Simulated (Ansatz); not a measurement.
`[OH][SbH][Br]` + `C=N` → `C=[N][SbH][OH]` + HBr at 298.15 K and 1 bar (ligand exchange at the Sb–Br bond).

Gas-phase electronic energies from Ansatz, PBE0-D4/def2-TZVP geometries. CCSD(T)/CBS adds triple-zeta CCSD(T) − MP2 to the extrapolated MP2 energy (def2 sets, frozen cores). This one scheme is used for every species. def2 core potentials past Kr. For Br, Sb outer-core shells are correlated without core-valence functions, which leaves a few kJ/mol of doubt a bond. Scalar relativity is left out up to krypton. Each species was taken in one conformer, which may not be the lowest.

```
         species  CCSD(T)/CBS energy (Eh)  H − E (kJ/mol)  S (J/(mol·K))
 `[OH][SbH][Br]`              -2889.75660            71.2          321.3
           `C=N`                -94.52360           115.3          227.0
`C=[N][SbH][OH]`               -410.32624           151.1          326.9
             HBr              -2573.91920            24.6          198.6
```

H − E and S are ideal-gas, rigid-rotor, harmonic terms from PBE0-D4/def2-TZVP, for one conformer and one mirror image of each species. 1 Eh = 2625.50 kJ/mol, R = 8.31446 J/(mol·K).

Q: By hand: ΔE, ΔH, ΔS and ΔG.

A: ΔE = (-410.32624) + (-2573.91920) − (-2889.75660) − (-94.52360) = 0.03476 Eh = 91.3 kJ/mol. Δ(H − E) = 151.1 + 24.6 − 71.2 − 115.3 = -10.8, so ΔH = 80.5 kJ/mol. ΔS = 326.9 + 198.6 − 321.3 − 227.0 = -22.8 J/(mol·K). ΔG = 80.5 − 298.15 × (-22.8)/1000 = 87.3 kJ/mol.

Q: By hand: the equilibrium constant, and the temperature at which ΔG would vanish if ΔH and ΔS stayed fixed.

A: log₁₀ K = −ΔG/(RT ln 10) = -15.3. ΔH and −TΔS have one sign here, so there is no such temperature.

ΔH outweighs TΔS. A doubt of 5 kJ/mol in ΔE shifts log₁₀ K by 0.9 here. Other conformers and mirror images would add mixing entropy, several J/(mol·K) or more a flexible species. These are equilibria of isolated gas molecules and say nothing of rates. Largest T1 diagnostic: 0.015 (customary marks: 0.02 for closed shells, 0.045 for open ones).
